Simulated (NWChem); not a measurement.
Molecule: C2HF3Si; SMILES C#C[Si](F)(F)F

```xyz
7

C      0.0000     0.0000     2.6934
C      0.0000     0.0000     1.4787
Si     0.0000     0.0000    -0.3197
F      1.3456    -0.6397    -0.8930
F     -0.1188     1.4851    -0.8930
F     -1.2268    -0.8454    -0.8930
H      0.0000     0.0000     3.7702
```
Atoms are numbered in this order, from 1.

Level: PBE0/def2-SVP (NWChem), optimised geometry, unscaled harmonic frequencies. 

Question: List the harmonic frequencies with IR intensities, and the thermochemistry.

Answer: 
```json
[
 {"frequency (cm⁻¹)": "134", "IR intensity (km/mol)": "0.7"},
 {"frequency (cm⁻¹)": "134", "IR intensity (km/mol)": "0.7"},
 {"frequency (cm⁻¹)": "277", "IR intensity (km/mol)": "0.7"},
 {"frequency (cm⁻¹)": "277", "IR intensity (km/mol)": "0.7"},
 {"frequency (cm⁻¹)": "352", "IR intensity (km/mol)": "66.3"},
 {"frequency (cm⁻¹)": "397", "IR intensity (km/mol)": "54.9"},
 {"frequency (cm⁻¹)": "397", "IR intensity (km/mol)": "54.9"},
 {"frequency (cm⁻¹)": "649", "IR intensity (km/mol)": "54.4"},
 {"frequency (cm⁻¹)": "769", "IR intensity (km/mol)": "24.5"},
 {"frequency (cm⁻¹)": "769", "IR intensity (km/mol)": "24.5"},
 {"frequency (cm⁻¹)": "894", "IR intensity (km/mol)": "277.9"},
 {"frequency (cm⁻¹)": "1009", "IR intensity (km/mol)": "196.0"},
 {"frequency (cm⁻¹)": "1009", "IR intensity (km/mol)": "196.0"},
 {"frequency (cm⁻¹)": "2193", "IR intensity (km/mol)": "95.9"},
 {"frequency (cm⁻¹)": "3471", "IR intensity (km/mol)": "51.3"}
]
```

```yaml
zero_point_energy: 18.2 kcal/mol
thermal correction to the enthalpy at 298.15 K (with zero-point energy): 22.9 kcal/mol
heat capacity Cv: 21.3 cal/(mol K)
entropy at 298.15 K and 1 atm (symmetry number 3): 78.2 cal/(mol K)
dipole_moment: 2.76 D
```

Rigid rotor and harmonic oscillator.
